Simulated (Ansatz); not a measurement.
Reactions of `[Br][SnH]([Br])[Br]`.

Isolated molecules relaxed with PBE0-D4/def2-TZVP in Ansatz; ΔE leaves out vibrations. CBS: MP2 limit from def2 TZ/QZ plus the TZ coupled-cluster correction, frozen cores. This one scheme is used for every species, atoms too. No spin–orbit coupling; open shells (•) take unrestricted orbitals. Spin–orbit coupling would lower the free atoms: clearly for Br; strongly for Sn. Elements past krypton have def2 core potentials. Bonds to Br, Ga, Sn, Zn are less sure, by a few kJ/mol each and by 10 to 20 or more in all where they break to atoms, as the def2 sets lack core-valence functions. Scalar relativity is left out up to krypton. Each species was taken in one conformer, which may not be the lowest.

```
                                                                               reaction  HF/CBS(def2) (eV)  CCSD(T)/def2-SVP (eV)
                                               `[Br][SnH]([Br])[Br]` → 3 Br• + H• + Sn•               8.26                  10.71
                                           `[Br][SnH]([Br])[Br]` → `[Br][Sn][Br]` + HBr               0.62                   0.57
`[Br][SnH]([Br])[Br]` + `[NH]1[AlH][SiH2]1` → `[Br][SnH2][Br]` + `[Br][Al]1[NH][SiH2]1`              -0.66                  -0.67
                               `[Br][SnH]([Br])[Br]` + H–F → `[F][SnH]([Br])[Br]` + HBr               0.45                   0.40
                              `[Br][SnH]([Br])[Br]` + H₂O → `[OH][SnH]([Br])[Br]` + HBr               0.82                   0.70
                                    `[Br][SnH]([Br])[Br]` + H₂ → `[Br][SnH2][Br]` + HBr               0.71                   0.69
          `[Br][SnH]([Br])[Br]` + `[F][GaH][F]` → `[F][SnH]([Br])[Br]` + `[F][GaH][Br]`               0.06                   0.16
      `[Br][SnH]([Br])[Br]` + `[Br][Zn][Br]` → `[Br][Sn]([Br])([Br])[Br]` + `[ZnH][Br]`               0.73                   0.54
```

(1) Give the CCSD(T)/CBS values in the same order. (Estimate.)

Largest T1 diagnostic: 0.015, for `[F][GaH][F]`.

Answers

(1) Ansatz gave: 12.32, 0.67, -0.60, 0.56, 0.81, 0.89, 0.09, 0.49 eV.
